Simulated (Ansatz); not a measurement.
Program: Ansatz 0.2.0.

A structure relaxed at PBE0-D4/def2-TZVP, charge 0, multiplicity 1:

| atom | x (Å) | y (Å) | z (Å) |
| --- | --- | --- | --- |
| F1 | -1.149 | -1.585 | 0.083 |
| Hf2 | -0.038 | -0.053 | 0.002 |
| S3 | 2.205 | -0.632 | -0.719 |
| S4 | -0.916 | 1.585 | -1.558 |
| S5 | 0.138 | 1.016 | 2.174 |
| H6 | 2.185 | -1.748 | 0.040 |
| H7 | -1.251 | 0.610 | -2.428 |
| H8 | -1.174 | 0.808 | 2.408 |

Give its formula and SMILES.

FH3HfS3, `[F][Hf]([SH])([SH])[SH]`.

Point group (tolerance 0.08 Å, 0.16 Å for H)?

C3.

Summarise the bond lengths by kind.

1 × F–Hf 1.894 Å; 3 × Hf–S 2.427 Å; 3 × H–S 1.349 Å.
